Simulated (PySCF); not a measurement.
H$_{5}$GeSi, doublet, geometry from GFN2-xTB; PySCF with PBE/STO-3G.

Input for PySCF:
```python
from pyscf import gto, scf, dft

mol = gto.Mole()
mol.atom = '''
    Si    1.582557   -0.148831    0.228485
    Ge   -0.707377    0.065169   -0.069351
    H     2.357114    0.972782   -0.309351
    H     2.147413   -1.385909   -0.316836
    H    -1.504118   -0.318984    1.147330
    H    -1.161659    1.470536   -0.339752
    H    -1.358501   -0.740193   -1.160966
'''
mol.basis = 'sto-3g'
mol.charge = 0
mol.spin = 1
mol.verbose = 4
mol.build()

mf = dft.UKS(mol)
mf.xc = 'pbe'
mf.grids.atom_grid = (99, 590)
mf.grids.prune = None
mf.kernel()
```

Question: Predict the main parts of the log of this PySCF run.

Answer: 
```
PySCF version 2.14.0

[INPUT] verbose = 4
[INPUT] num. atoms = 7
[INPUT] num. electrons = 51
[INPUT] charge = 0
[INPUT] spin (= nelec alpha-beta = 2S) = 1
[INPUT] symmetry False subgroup None
[INPUT] Mole.unit = angstrom
[INPUT] Symbol           X                Y                Z      unit          X                Y                Z       unit  Magmom
[INPUT]  1 Si     1.582557000000  -0.148831000000   0.228485000000 AA    2.990599306513  -0.281249828845   0.431774073571 Bohr   0.0
[INPUT]  2 Ge    -0.707377000000   0.065169000000  -0.069351000000 AA   -1.336748796816   0.123151561812  -0.131054396465 Bohr   0.0
[INPUT]  3 H      2.357114000000   0.972782000000  -0.309351000000 AA    4.454299904378   1.838291558907  -0.584588666360 Bohr   0.0
[INPUT]  4 H      2.147413000000  -1.385909000000  -0.316836000000 AA    4.058022446331  -2.618988443570  -0.598733266403 Bohr   0.0
[INPUT]  5 H     -1.504118000000  -0.318984000000   1.147330000000 AA   -2.842371079029  -0.602792398118   2.168139474497 Bohr   0.0
[INPUT]  6 H     -1.161659000000   1.470536000000  -0.339752000000 AA   -2.195217360136   2.778910296313  -0.642038230273 Bohr   0.0
[INPUT]  7 H     -1.358501000000  -0.740193000000  -1.160966000000 AA   -2.567194829948  -1.398762049320  -2.193907779932 Bohr   0.0

nuclear repulsion = 165.198681376493
number of shells = 18
number of NR pGTOs = 96
number of NR cGTOs = 32
basis = sto-3g
ecp = {}

******** <class 'pyscf.dft.uks.UKS'> ********
method = UKS
initial guess = minao
damping factor = 0
level_shift factor = 0
DIIS = <class 'pyscf.scf.diis.CDIIS'>
diis_start_cycle = 1
diis_space = 8
diis_damp = 0
SCF conv_tol = 1e-09
SCF conv_tol_grad = None
SCF max_cycles = 50
direct_scf = True
direct_scf_tol = 1e-13
number electrons alpha = 26  beta = 25
XC library pyscf.dft.libxc version 7.1.2
    S. Lehtola, C. Steigemann, M. J. T. Oliveira, and M. A. L. Marques,  SoftwareX 7, 1–5 (2018)
XC functionals = pbe
    J. P. Perdew, K. Burke, and M. Ernzerhof,  Phys. Rev. Lett. 77, 3865 (1996)
    J. P. Perdew, K. Burke, and M. Ernzerhof,  Phys. Rev. Lett. 78, 1396 (1997)
    J. P. Perdew, K. Burke, and M. Ernzerhof,  Phys. Rev. Lett. 77, 3865 (1996)
    J. P. Perdew, K. Burke, and M. Ernzerhof,  Phys. Rev. Lett. 78, 1396 (1997)
radial grids:
    Treutler-Ahlrichs [JCP 102, 346 (1995); DOI:10.1063/1.469408] (M4) radial grids

becke partition: Becke, JCP 88, 2547 (1988); DOI:10.1063/1.454033
pruning grids: None
grids dens level: 3
symmetrized grids: False
atomic radii adjust function: <function treutler_atomic_radii_adjust>
User specified grid scheme (99, 590)
small_rho_cutoff = 0
Set gradient conv threshold to 3.16228e-05
tot grids = 408872
init E= -2339.07187210839

cycle= 1 E= -2341.47658491222  delta_E= -2.4  |g|= 0.331  |ddm|=  2.1

cycle= 2 E= -2332.53919626362  delta_E= 8.94  |g|= 5.54  |ddm|= 4.54

cycle= 3 E= -2340.32199351759  delta_E= -7.78  |g|= 1.26  |ddm|= 3.73
cycle= 4 E= -2341.58206339678  delta_E= -1.26  |g|= 0.0818  |ddm|= 1.86
cycle= 5 E= -2341.58877748484  delta_E= -0.00671  |g|= 0.0272  |ddm|= 0.212
cycle= 6 E= -2341.58939148181  delta_E= -0.000614  |g|= 0.00648  |ddm|= 0.0594
cycle= 7 E= -2341.58943063935  delta_E= -3.92e-05  |g|= 0.00113  |ddm|= 0.0177
cycle= 8 E= -2341.58943191842  delta_E= -1.28e-06  |g|= 0.000124  |ddm|= 0.00256
cycle= 9 E= -2341.58943194194  delta_E= -2.35e-08  |g|= 5.67e-05  |ddm|= 0.000468
cycle= 10 E= -2341.58943194638  delta_E= -4.44e-09  |g|= 9.18e-06  |ddm|= 0.000183
cycle= 11 E= -2341.58943194649  delta_E= -1.11e-10  |g|= 2.45e-06  |ddm|= 3.1e-05
Extra cycle  E= -2341.58943194649  delta_E= -4.09e-12  |g|= 2.15e-06  |ddm|= 9.94e-06
converged SCF energy = -2341.58943194649  <S^2> = 0.75120514  2S+1 = 2.0012048
```
